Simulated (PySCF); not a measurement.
# Dipole response of Sn³⁺ (tin, charge +3)

[Kr] 4d10 5s1, 2S determinant. Computed with PySCF 2.14 in ANO-RCC-VTZP (7s6p4d2f1g, 68 functions), with the spin-free X2C one-electron Hamiltonian (Gaussian nucleus). Coupled (time-dependent) response in atomic units; α is the mean over directions. The basis has no added diffuse functions, which lowers α and C₆.

```json
{"method": "UHF", "mean α (bohr³)": "11.22", "C₆ (like pair)": "44.61", "S(−4)": "93.32"}
{"method": "PBE", "mean α (bohr³)": "8.871", "C₆ (like pair)": "36.03", "S(−4)": "48.95"}
{"method": "PBE0", "mean α (bohr³)": "9.310", "C₆ (like pair)": "37.50", "S(−4)": "56.32"}
{"method": "M06-L", "mean α (bohr³)": "9.538", "C₆ (like pair)": "38.87", "S(−4)": "58.26"}
{"method": "PBEsol", "mean α (bohr³)": "8.946", "C₆ (like pair)": "36.40", "S(−4)": "49.84"}
```

S(−4) is the Cauchy moment in α(ω) = α(0) + S(−4) ω² + …

α(iu) at PBEsol:

```json
{"u (hartree)": "0", "α(iu) (bohr³)": "8.946"}
{"u (hartree)": "0.0500", "α(iu) (bohr³)": "8.824"}
{"u (hartree)": "0.100", "α(iu) (bohr³)": "8.483"}
{"u (hartree)": "0.200", "α(iu) (bohr³)": "7.418"}
{"u (hartree)": "0.300", "α(iu) (bohr³)": "6.279"}
{"u (hartree)": "0.500", "α(iu) (bohr³)": "4.593"}
{"u (hartree)": "0.750", "α(iu) (bohr³)": "3.429"}
{"u (hartree)": "1.00", "α(iu) (bohr³)": "2.762"}
{"u (hartree)": "1.50", "α(iu) (bohr³)": "1.989"}
{"u (hartree)": "2.00", "α(iu) (bohr³)": "1.521"}
{"u (hartree)": "3.00", "α(iu) (bohr³)": "0.9688"}
{"u (hartree)": "5.00", "α(iu) (bohr³)": "0.4788"}
```

A single London oscillator, α(iu) = α/(1 + u²/ω²), gives C₆ = (3/4) ω α². Matching the computed C₆ needs ω = 4 × 36.40 / (3 × 8.946²) = 0.606 hartree.

For an ion, C₆ is the dispersion term alone; charge-induced terms of lower order in 1/R come first.
